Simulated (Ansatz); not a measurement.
Ansatz (a quantum-chemistry and plane-wave program) input file for CdCl2, SMILES [Cl][Cd][Cl], PBE0-D3(BJ)/def2-TZVP. 

Ansatz 0.2 input:
```yaml
crystal:
  periodic: [false, false, false]
  atoms:
    - {symbol: Cd, position_ang: [0.00000000, 0.00000000, 0.00000000]}
    - {symbol: Cl, position_ang: [0.00000000, 0.00000000, -2.27656793]}
    - {symbol: Cl, position_ang: [0.00000000, 0.00000000, 2.27656793]}
basis:
  gaussian:
    orbitals: def2-TZVP
hamiltonian:
  xc: pbe0
  dispersion: d3bj
relax: {f_tol: 0.002, max_steps: 200}
```

It prints:

```
WARN ansatz: RAYON_NUM_THREADS=1 ignored (pool sized by the plan → 1); use --threads N
Functional definition: PBE0
integrals: 0.04 GiB planned
956 factors; their error is unknown
mean field: 0.40 GiB planned
mean field evaluation 1: about -29603.1896 eV, gradient 2.9e1 eV
mean field evaluation 2: about -29600.9452 eV, gradient 4.6e1 eV
mean field evaluation 4: about -29605.3415 eV, gradient 9.4e-1 eV
mean field evaluation 8: about -29605.4925 eV, gradient 3.0e-1 eV
mean field -29605.49256949 eV, -1087.9817846050 hartree, gradient 4.5e-5 eV, S^2 0.000000; 0 other end points of the search recorded, 0 dependent functions left out
the calculation of the forces begins
reference -29605.49259702 eV, -1087.9817856169 hartree; 27, 27 occupied and 87, 87 virtual orbitals, 956 factors
relax step   1: F+E_penalty+E_count = -29605.56048048 eV  Δ(F+E_penalty+E_count) = +0.000e0 eV  max|allowed force component| = 1.709e-1 eV/Å  Δτ_max = 0.0000 Å  (25 SCF iters, accepted)
these checks for a lower state are left out or cut short: starts, cluster_reference, orbital_swaps, neighbouring_geometries, increment
integrals: 0.04 GiB planned
956 factors; their error is unknown
mean field: 0.40 GiB planned
mean field evaluation 16: about -29605.3448 eV, gradient 1.3e0 eV
mean field -29605.49448456 eV, -1087.9818549826 hartree, gradient 1.5e-5 eV, S^2 0.000000; 0 other end points of the search recorded, 0 dependent functions left out
the calculation of the forces begins
reference -29605.49451207 eV, -1087.9818559935 hartree; 27, 27 occupied and 87, 87 virtual orbitals, 956 factors
relax step   2: F+E_penalty+E_count = -29605.56261022 eV  Δ(F+E_penalty+E_count) = -2.130e-3 eV  max|allowed force component| = 6.829e-3 eV/Å  Δτ_max = 0.0119 Å  (30 SCF iters, accepted)
these checks for a lower state are left out or cut short: starts, cluster_reference, orbital_swaps, neighbouring_geometries, increment
integrals: 0.04 GiB planned
956 factors; their error is unknown
mean field: 0.40 GiB planned
mean field -29605.49447902 eV, -1087.9818547792 hartree, gradient 1.5e-5 eV, S^2 0.000000; 0 other end points of the search recorded, 0 dependent functions left out
the calculation of the forces begins
reference -29605.49450653 eV, -1087.9818557901 hartree; 27, 27 occupied and 87, 87 virtual orbitals, 956 factors
relax step   3: F+E_penalty+E_count = -29605.56261353 eV  Δ(F+E_penalty+E_count) = -3.313e-6 eV  max|allowed force component| = 6.345e-5 eV/Å  Δτ_max = 0.0005 Å  (31 SCF iters, accepted)
integrals: 0.04 GiB planned
956 factors; their error is unknown
mean field: 0.40 GiB planned
mean field evaluation 32: about -29605.3455 eV, gradient 3.0e-1 eV
mean field -29605.49447902 eV, -1087.9818547792 hartree, gradient 1.5e-5 eV, S^2 0.000000; 1 other end points of the search recorded, 0 dependent functions left out
the calculation of the forces begins
reference -29605.49450653 eV, -1087.9818557901 hartree; 27, 27 occupied and 87, 87 virtual orbitals, 956 factors
Total energy: -29605.56264104 eV, -1087.9843596872 hartree
Atom 0 at     0.000000    -0.000000     0.000000 Å, force    -0.000000    -0.000000    -0.000000 eV/Å
Atom 1 at    -0.000000     0.000000    -2.264192 Å, force     0.000000     0.000000    -0.000063 eV/Å
Atom 2 at    -0.000000     0.000000     2.264192 Å, force     0.000000     0.000000     0.000063 eV/Å
Dipole moment:     0.000000    -0.000000    -0.000000 e Å
```

The run converged.

Cost: roughly 15 core-seconds.
